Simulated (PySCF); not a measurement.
The third ionisation energy along the third row

All values are computed (PySCF 2.14, energy differences of UHF-based or UKS calculations, no spin-orbit coupling). Values in eV. The last column holds reference values (NIST; (s) semi-empirical, (t) theoretical, else measured). Unmarked ones compare directly (S terms, centres of terms, or small fine structure); those marked * lie between the lowest fine-structure levels and include a spin-orbit shift.

```tsv
element	configurations	SCS-MP2 (all electrons)	CCSD (all electrons)	PBE0	SCS-MP2 (valence)	CCSD(T) (valence)	CCSD (valence and next inner shell)	reference
Al (aug-cc-pCVTZ-DK with one added diffuse shell each of s, p, d, f type, spin-free X2C)	[Ne] 3s1 → [Ne]	28.296	28.356	28.731	n/a	n/a	28.360	28.448
Si (aug-cc-pCVTZ-DK with one added diffuse shell each of s, p, d, f type, spin-free X2C)	[Ne] 3s2 → [Ne] 3s1	33.259	33.363	33.309	33.069	33.240	n/a	33.493
P (aug-cc-pCVTZ-DK with one added diffuse shell each of s, p, d, f type, spin-free X2C)	[Ne] 3s2 3p1 → [Ne] 3s2	29.891	30.036	30.251	29.864	30.031	30.033	30.203 *
S (aug-cc-pCVTZ-DK with one added diffuse shell each of s, p, d, f type, spin-free X2C)	[Ne] 3s2 3p2 → [Ne] 3s2 3p1	34.577	34.715	34.868	34.539	34.713	34.712	34.86 ± 0.04 (s) *
Cl (aug-cc-pCVTZ-DK with one added diffuse shell each of s, p, d, f type, spin-free X2C)	[Ne] 3s2 3p3 → [Ne] 3s2 3p2	39.460	39.582	39.659	39.416	39.582	39.579	39.8 ± 0.11 (s) *
Ar (aug-cc-pCVTZ-DK with one added diffuse shell each of s, p, d, f type, spin-free X2C)	[Ne] 3s2 3p4 → [Ne] 3s2 3p3	40.337	40.371	40.728	40.307	40.356	40.368	40.735 ± 0.012 (s) *
```

"Valence" correlates the outer s and p shells and, in groups 3 to 12 and the f block, the outer d or f shell, open or full, or the next shell where the ion has no valence electron left; the wider scheme adds the next inner shell.
